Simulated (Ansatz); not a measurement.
Isomers of CH2O, B3LYP-D3(BJ)/def2-TZVP minima from an xTB search, which can miss the lowest.
Isomer 1, SMILES C=O (charge 0, multiplicity 1):
```xyz
4

C     -0.006     0.001     0.000
O      1.187    -0.121    -0.004
H     -0.495     0.994     0.003
H     -0.686    -0.874     0.001
```
Isomer 2, SMILES [CH]O (charge 0, multiplicity 1):
```csv
atom,x (Å),y (Å),z (Å)
C,0.6264,0.5495,-0.0042
O,-0.6718,0.4240,0.0102
H,1.0628,-0.4820,-0.0152
H,-1.0175,-0.4915,0.0092
```

Cores are frozen in the correlated methods.

Codes used: Ansatz (a program for electronic structure) with Gaussian orbitals. Each number belongs to the level named beside it.

The energy of isomer 2 above isomer 1 is E(isomer 2) − E(isomer 1). Total energies (hartree):

```csv
level,isomer 2,isomer 1
HF/cc-pVTZ,-113.8271134,-113.9120866
CCSD(T)/cc-pVTZ,-114.2439224,-114.3336920
HF/cc-pVQZ,-113.8359194,-113.9211047
CCSD(T)/cc-pVQZ,-114.2787766,-114.3688985
```

### Question
Work out the energy of isomer 2 above isomer 1 at the basis-set limit: extrapolate the CCSD(T) correlation part as X⁻³, take Hartree–Fock from the larger set.

### Answer

1. Differences (1 hartree = 627.509 kcal/mol): HF/cc-pVTZ 53.321; CCSD(T)/cc-pVTZ 56.331; HF/cc-pVQZ 53.455; CCSD(T)/cc-pVQZ 56.552.
2. Correlation parts, CCSD(T) less HF: 3.010 in cc-pVTZ (X = 3), 3.098 in cc-pVQZ (X = 4).
3. Limit (4³·(3.098) − 3³·(3.010))/(4³ − 3³) = 3.162; with HF/cc-pVQZ it gives 56.616.
Result: 56.62 kcal/mol, against 56.33 at CCSD(T)/cc-pVTZ. It is an estimate of this method's limit, not of the exact value.
